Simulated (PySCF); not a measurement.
A geometry optimisation on `[Cl][Pt-2]([Cl])([Cl])([Cl])([Cl])[Cl]` ([PtCl6]2-).

Method: PBE0-D3(BJ)/def2-SVP geometry optimisation, gas phase, def2 core potentials past Kr (PySCF 2.14.0). Start geometry: GFN2-xTB. The input is one job of a driver script: a line of settings, then coordinates in Å.

Input:
```
{"job": {"xc": "PBE0", "basis": "def2-SVP", "d3": "d3bj", "grid": 1, "maxiter": 30, "shake": 0.03, "kind": "geom"}, "charge": -2, "multiplicity": 1}
Pt     0.063520    -0.074900     0.013330
Cl    -0.039690    -0.024730     2.345410
Cl    -0.042300     0.001430    -2.375260
Cl     2.453170     0.012310     0.008720
Cl    -2.354380    -0.027310    -0.052820
Cl    -0.019660     2.368480     0.002600
Cl     0.031200    -2.357300    -0.010540
```

Question: What does the run print?

Answer: 
```
step   0  E = -2878.98893250  max force = 0.039555
step   1  E = -2878.99371404  max force = 0.010792
step   2  E = -2878.99385369  max force = 0.002481
step   3  E = -2878.99421471  max force = 0.001996
step   4  E = -2878.99426661  max force = 0.000390
step   5  E = -2878.99426921  max force = 0.000309
optimisation converged
```

Energies in Eh; «max force» is the largest Cartesian gradient component in Eh/bohr.

Question: How much energy does the optimisation release, in kJ/mol?

Answer: E(step 0) − E(last step) = 0.005337 Eh, which is 14.0 kJ/mol.

Question: Give the first gradient maximum in eV/Å.

Answer: With 1 Eh/bohr = 51.422 eV/Å, 2.034 eV/Å.

Main results: final energy -2878.99427 Eh after 5 steps.

The ion is multiply charged and computed in the gas phase, without counter-ions or solvent; whether it holds all its electrons wasn't checked.

Question: Estimate the wall time. Hardware: Arm Neoverse V2, one thread (shared host). And the peak memory of the process?

Answer: About 73 s, with 0.67 GiB resident at the peak, the Python interpreter and its libraries included.
Labels such as C1 count atoms from 1, the log's own numbers from 0.
